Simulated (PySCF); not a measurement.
## Ruthenium: a sound run and one with changed settings

Sound run: Ru⁺ [Kr] 4d7, Ru²⁺ [Kr] 4d6. Computed with PySCF 2.14 in def2-SVP with the def2 core potential (28 electrons), with a scalar-relativistic core potential. In the sound run the correlated levels freeze 4s2 4p6 outside the core potential. The sound run starts from symmetry-adapted Hartree-Fock orbitals and uses a fine grid where one is needed.

Changed run: initial guess 1e, at most 50 SCF cycles.

```csv
species,method,sound run (hartree),changed run (hartree),converged
Ru⁺,UHF,-93.86585,-93.86585,yes
Ru⁺,BP86,-94.58019,-94.58019,yes
Ru²⁺,UHF,-93.31788,-93.31788,yes
Ru²⁺,BP86,-93.94905,-93.94905,yes
```

Here the plain start reaches the same solutions.
